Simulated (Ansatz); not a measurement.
```yaml
crystal:
  periodic: [false, false, false]
  atoms:
    - {symbol: C, position_ang: [0.041118, -2.929181, 1.678456]}
    - {symbol: O, position_ang: [-0.717722, -1.583096, 0.877957]}
    - {symbol: Hf, position_ang: [-1.550023, 0.315598, -0.249401]}
    - {symbol: Cl, position_ang: [-3.120984, -0.573773, -2.582940]}
    - {symbol: I, position_ang: [-3.428842, 2.151179, 1.949296]}
    - {symbol: O, position_ang: [0.243133, 1.652446, -1.001704]}
    - {symbol: C, position_ang: [1.663007, 2.532230, -1.490421]}
    - {symbol: H, position_ang: [1.402259, -2.840193, 1.580554]}
    - {symbol: H, position_ang: [-0.304550, -2.940810, 3.001095]}
    - {symbol: H, position_ang: [-0.365218, -4.103401, 1.108395]}
    - {symbol: H, position_ang: [1.589355, 3.821961, -1.043019]}
    - {symbol: H, position_ang: [2.788340, 1.951368, -0.974214]}
    - {symbol: H, position_ang: [1.760137, 2.545684, -2.854054]}
basis:
  gaussian: {orbitals: def2-SVP}
magnetization: {spin_polarized: true, initial_magnetization: 2}
hamiltonian: {xc: {name: PBE0}, dispersion: d4}
correlation: {electrons: outside_noble_gas}
```

```sh
$ ansatz run in.yaml --threads 2 --pin off --events-out ev --progress --plain --max-ram 20480MiB --backend cpu
```

Problem. How does Ansatz answer? (Estimate.)

Solution. The calculation gave: The input was rejected before any iteration.
```
Error: invalid value for `correlation`: name a method or an active space
```
